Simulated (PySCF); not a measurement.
A GIAO shielding run with PySCF 2.14 (density fitting, non-relativistic, gas phase) on SMILES CC[Si]1(CF)CSC1, C5H11FSSi:

```
$ OMP_NUM_THREADS=1 python probes_run.py task.json out

{"job": {"kind": "nmr", "xc": "PBE0", "basis": "pcSseg-1"}, "charge": 0, "multiplicity": 1}
C      2.248163     0.871404     0.165640
C      1.416029    -0.109857    -0.657444
Si    -0.405204    -0.165644    -0.113018
C     -1.232338     1.572222    -0.165699
F     -0.839653     2.239317    -1.308459
C     -0.762785    -1.063575     1.543161
S     -1.730032    -2.390938     0.715487
C     -1.465499    -1.553830    -0.900890
H      3.286621     0.855413    -0.158091
H      1.871337     1.883305     0.044435
H      2.217341     0.615864     1.222297
H      1.467442     0.178796    -1.708048
H      1.855881    -1.105885    -0.582938
H     -2.324036     1.531579    -0.191612
H     -0.928036     2.200508     0.675151
H      0.088229    -1.499807     2.057823
H     -1.387648    -0.552080     2.270343
H     -2.422561    -1.268372    -1.328390
H     -0.963054    -2.229170    -1.587210
```

Hardware: 1 thread of an Arm Neoverse N1, shared host. The job also computes population analyses, field gradients, ring-centre shieldings.

(1) How large is the calculation?

(2) How long does it take, and how much memory does it need?

Answers

(1) 80 electrons, 205 basis functions and 1108 auxiliary functions.

(2) 66 s of wall time, with 12 SCF cycles and 5 response iterations; peak memory 0.91 GiB. Times on a shared host scatter by some tens of per cent.
